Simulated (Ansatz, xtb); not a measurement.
## Relaxing a trial structure of F3HN2Si

The starting geometry of this gas-phase singlet has its atoms placed at random.

```yaml
atoms:
  - { symbol: F, position_ang: [0.5784, 0.4758, 1.6125] }
  - { symbol: F, position_ang: [-0.7747, 2.0980, -0.2571] }
  - { symbol: F, position_ang: [-0.2127, -0.0295, 1.0081] }
  - { symbol: N, position_ang: [1.2103, -1.1657, 1.1697] }
  - { symbol: N, position_ang: [0.9801, 0.2991, -0.6827] }
  - { symbol: Si, position_ang: [0.8256, 2.0120, 0.6168] }
  - { symbol: H, position_ang: [-1.0315, 1.7692, 1.0619] }
```

Question: One run relaxed it with r2SCAN-D4/def2-SVP. What is a likely outcome?

Answer: It falls apart into F2Si + FH + N2. Distances that change by over a tenth: F1–Si6 (1.85 → 1.63 Å), N5–Si6 (2.16 → 2.88 Å). Contacts that open: F1–F3 (1.12 → 3.29 Å). Contacts that close: F3–H7 (1.98 → 0.93 Å), N4–N5 (2.37 → 1.10 Å).

The energy falls by 29.53 eV over 31 steps:

```
step  E − E(last) (eV)
   1            29.529
   4            16.079
   8             5.471
  11             1.615
  14             0.228
  18             0.017
  21             0.002
  24             0.001
  28             0.000
  31             0.000
```

Final geometry (Å):

```tsv
atom	x (Å)	y (Å)	z (Å)
F	0.9903	1.7876	2.1900
F	-0.4365	2.2621	0.2093
F	-1.3824	-0.0962	0.9168
N	1.3400	-1.4159	-0.1379
N	1.2045	-0.3277	-0.0290
Si	1.1340	2.4542	0.7136
H	-1.2743	0.7947	0.6664
```

From the same start GFN2-xTB ends elsewhere, in pieces: F3HSi + N2.

From so rough a start the end depends on the optimiser's path, so another program may land elsewhere. The end wasn't checked by frequencies. Run with Ansatz 0.2.0, 80 s on 1 thread of Intel(R) Xeon(R) 6975P-C (Granite Rapids) (shared host).
